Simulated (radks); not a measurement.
Values are calculated unless marked as measured or tabulated.
Isoelectronic series with 57 electrons, each ion in its NIST ground configuration. Code: a radial shooting solver on a logarithmic mesh with Libxc functionals. Model: Dirac Kohn-Sham, BLYP, spin-unpolarised, spherical densities, point nucleus; open shells are shared between the two j in proportion to 2j + 1. Total energies (hartree) and mean radii <r> (bohr) (* marks an orbital that is empty in some or all of the ions):

ion            configuration  E (hartree)  5d5/2*  5d3/2*
La              [Xe] 5d1 6s2   -8498.2426   3.043   2.974
Pr2+                [Xe] 4f3   -9242.7699   2.694   2.652
Pm4+                [Xe] 4f3  -10024.9480   2.057   2.031
Eu6+   [Kr] 4d10 4f5 5s2 5p4  -10843.9712   1.792   1.771
Tb8+   [Kr] 4d10 4f7 5s2 5p2  -11702.0033   1.613   1.594
Ho10+      [Kr] 4d10 4f9 5s2  -12599.9110   1.478   1.461
Tm12+      [Kr] 4d10 4f9 5s2  -13538.0473   1.336   1.320
Lu14+     [Kr] 4d10 4f10 5s1  -14515.8312   1.233   1.218
